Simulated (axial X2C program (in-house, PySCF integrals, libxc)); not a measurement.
**Working with the constants of BeBr⁺**

A bond curve at the CCSD(T) level, 2c, was computed with an in-house relativistic program for diatomic molecules (basis Br dyall-cv3z [8s9p6d4f1g], Be dyall-cv3z [8s8p3d1f] (cores contracted in-house)) for the state Ω = 0 (closed shell). Its fit gives Re = 1.8720 Å, ωe = 862.6 cm⁻¹, ωexe = 4.25 cm⁻¹ and αe = 4.241e-03 cm⁻¹; the masses are 78.9183 and 9.0122 u. Two-component means X2C with spin–orbit coupling and atomic mean-field Coulomb and Gaunt terms.

Correlated methods: 8 electrons correlated (number of frozen shells: Br 3 s, 2 p, 1 d; Be 1 s), 192 virtual spin orbitals or spinors in MP2, 84 natural virtuals in coupled cluster.

Problem. Find the reduced mass, Be and the force constant.

Solution. From the CCSD(T) values: μ = 8.0885 u. Be = 16.8576/(μ Re²) = 0.5947 cm⁻¹. k = 5.8918×10⁻⁷ μ ωe² = 3.55 mdyn/Å.

Problem. Estimate De from a Morse curve and compare with the computed well depth of 3.851 eV to Br + Be+.

Solution. De(Morse) = ωe²/(4ωexe) = 5.427 eV against 3.851 eV computed, a ratio of 1.41. The extrapolation overshoots: the well softens faster than a Morse curve, or the lowest atomic limit lies below the one to which the curve heads.

Problem. A Morse curve ties αe to the other constants (Pekeris). How well does that hold?

Solution. αe(Morse) = 6Be²/ωe × (√(ωexe/Be) − 1) = 4.117e-03 cm⁻¹; the CCSD(T) curve gives 4.241e-03 cm⁻¹, a ratio of 0.97.

Problem. Estimate the centrifugal constant by the Kratzer relation.

Solution. D = 4Be³/ωe² = 1.13e-06 cm⁻¹.

Problem. Where do the fundamental and the first overtone lie?

Solution. ν(1←0) = ωe − 2ωexe = 854.1 cm⁻¹; ν(2←0) = 2ωe − 6ωexe = 1699.7 cm⁻¹.

One determinant describes the state; a PBE0 search over occupations chose it and may have missed a lower one. De is counted from the lowest determinant-based energies of the atoms at the same level, without counterpoise correction. CCSD and (T) use frozen natural virtuals with an MP2 correction for the truncation; (T) itself is uncorrected, so its De runs slightly low.
